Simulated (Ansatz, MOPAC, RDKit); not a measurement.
Complex: HF (SMILES F) (first 2 atoms) with AsH3 (SMILES [AsH3]); geometry from B3LYP-D3(BJ)/def2-TZVP, rigid monomers moved along the line of their centres of mass till H2···As3 is 3.35 Å.
(charge 0, multiplicity 1):
```xyz
6

F      0.833    -0.560    -0.255
H      0.551    -0.322     0.606
As    -0.453     0.527     3.691
H      0.337     0.150     4.931
H     -1.782     0.071     4.265
H     -0.640     1.972     4.114
```

Interaction energies are E(AB) − E(A) − E(B) at the monomers' geometry in the complex; basis-set methods are counterpoise corrected. RDKit's UFF carries no charges.

The state reached by PM7 isn't checked; PM7 holds dispersion and hydrogen-bond terms.

Codes used: Ansatz (a first-principles code) with Gaussian orbitals; MOPAC for PM7 (differences of heats of formation); RDKit for the force fields. Each number belongs to the level named beside it.

### Question
One of these levels gives -1.20 kcal/mol for the interaction energy. Which?
A. HF/aug-cc-pVDZ
B. PM7
C. UFF

### Answer
B, PM7. The others give -0.23 (UFF), -2.04 (HF/aug-cc-pVDZ)
